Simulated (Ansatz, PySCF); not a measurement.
Pair of molecules: HCl (SMILES Cl) (first 2 atoms) with CH4 (SMILES C); geometry from B3LYP-D3(BJ)/def2-TZVP, rigid monomers moved along the line of their centres of mass till H2···C3 is 2.27 Å.
(charge 0, multiplicity 1):
```xyz
7

Cl    -0.413    -0.347    -0.482
H     -0.291    -0.243     0.791
C     -0.068    -0.050     3.038
H     -0.999     0.426     2.727
H      0.033     0.042     4.118
H     -0.084    -1.106     2.771
H      0.779     0.442     2.559
```

Monomers are frozen at their geometry in the pair; levels with a basis set take the counterpoise correction. Rows marked so take none.

Rows in 6-31G* carry no dispersion term and start afresh at each structure (6-31G* with six Cartesian d functions). MP2/6-31G* freezes PySCF's default core.

The values were computed with Ansatz (a program for electronic structure) with Gaussian orbitals; PySCF for 6-31G* rows, the dispersion terms. Values without a source in brackets are computed.

Q: One of these levels gives -4.9 kJ/mol for the interaction energy. Which?
A. MP2/6-31G* (no counterpoise)
B. PBE0-D3(BJ)/def2-TZVPPD
C. wB97X-V/def2-TZVPPD
D. HF/6-31G* (no counterpoise)

A: B, PBE0-D3(BJ)/def2-TZVPPD. The others give 5.5 (HF/6-31G* (no counterpoise)), -3.0 (wB97X-V/def2-TZVPPD), 0.4 (MP2/6-31G* (no counterpoise))
